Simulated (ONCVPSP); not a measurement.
Before and after: ONCV potential for antimony

| Property | Result |
| --- | --- |
| Element | Sb |
| Generator | ONCVPSP 4.0.1 |
| Type | optimised norm-conserving Vanderbilt (ONCV) |
| Functional | PBEsol |
| Relativity | scalar-relativistic |
| Frozen core | [Ar] 3d10 |
| Valence charge | 23 |
| Reference configuration | 4s2 4p6 4d10 5s2 5p2.5 (charge +0.5) |
| Partial waves | 4s+5s: rc 1.25 bohr, ncon 4, nbas 7, qcut 7.6 1/bohr, 2 projectors; 4p+5p: rc 1.55 bohr, ncon 5, nbas 10, qcut 7.1 1/bohr, 2 projectors; 4d: rc 1.45 bohr, ncon 4, nbas 8, qcut 10.3 1/bohr, 1 projector |
| Local potential | polynomial inside 0.85 bohr (lpopt 5, dvloc0 0 Ha) |
| Core correction | none |

Change: s: nbas 8.

Cutoffs: the cutoffs (Ha) at which the residual kinetic energy of the hardest occupied pseudo-wave falls to 1 and 0.1 mHa per electron; they do not see the model core or the augmentation charge, which bear on the density cutoff. Errors are all-electron minus pseudo energies relative to the spin-unpolarised reference configuration.

Question: Predict the effect on cutoff, ghosts and configuration errors.

Answer: The potential gets harder (41 Ha and 82 Ha → 41 Ha and 102 Ha); the errors of the 4 common tests hardly move; neither file shows a bound ghost.

```csv
quantity,base,changed
"cutoff, loose",41 Ha,41 Ha
"cutoff, tight",82 Ha,102 Ha
loose cutoff by channel,"s 30 Ha, p 23 Ha, d 41 Ha","s 28 Ha, p 23 Ha, d 41 Ha"
bound ghosts,none,none
GHOST(+) flags under 300 eV,s at 163.7 eV,s at 154.8 eV
"error for 4s2 4p6 4d10 5s2 5p3, meV [ΔE -3.27 eV]",+0.7,+0.7
"error for 4s2 4p6 4d10 5s2 5p2, meV [ΔE 5.07 eV]",-1.2,-1.2
"error for 4s2 4p6 4d10 5s2 5p1, meV [ΔE 21.08 eV]",-4.9,-4.9
"error for 4s2 4p6 4d10 5s1 5p3, meV [ΔE 13.84 eV]",-1.8,-1.9
s: phases at 1.27 bohr within 0.05 rad from the reference energy up to (Ha; the scan ends near 5),to the end of the scan,4.5
p: phases at 1.58 bohr within 0.05 rad from the reference energy up to (Ha; the scan ends near 5),to the end of the scan,to the end of the scan
d: phases at 1.47 bohr within 0.05 rad from the reference energy up to (Ha; the scan ends near 5),to the end of the scan,to the end of the scan
```
